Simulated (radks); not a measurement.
Question: The mean radii <r> (bohr) of the occupied orbitals of an atom or ion are listed with their occupations. Calculated with a radial shooting solver on a logarithmic mesh with Libxc functionals: Dirac Kohn-Sham, PBEsol, spin-unpolarised, spherical densities, finite nucleus; Fermi nuclear charge, rms radius of each element as measured or else 0.836 A^(1/3) + 0.57 fm.

| orbital | occ. | <r> |
|---|---|---|
| 1s1/2 | 2 | 0.02843 |
| 2s1/2 | 2 | 0.1223 |
| 2p1/2 | 2 | 0.1033 |
| 2p3/2 | 4 | 0.1088 |
| 3s1/2 | 2 | 0.3305 |
| 3p1/2 | 2 | 0.3210 |
| 3p3/2 | 4 | 0.3323 |
| 3d3/2 | 4 | 0.3034 |
| 3d5/2 | 6 | 0.3070 |
| 4s1/2 | 2 | 0.7908 |
| 4p1/2 | 2 | 0.8323 |
| 4p3/2 | 4 | 0.8616 |
| 4d3/2 | 4 | 1.019 |
| 4d5/2 | 6 | 1.032 |
| 5s1/2 | 2 | 2.124 |
| 5p1/2 | 1 | 2.552 |
| 5d3/2 | 2 | 5.655 |

Name the element and its charge. Open shells, if any, fill j = l - 1/2 first.

Answer: Z = 51, antimony, charge 0: Sb in [Kr] 4d10 5s2 5p1 5d2. The 1s radius gives Z: for a bare nucleus <r> = (2 gamma + 1)/(2Z) with gamma = sqrt(1 - (Z/c)^2), 0.028 bohr for Z = 51, and screening makes it slightly larger (0.02843 here). The occupations add up to 51, and the charge is Z minus that.
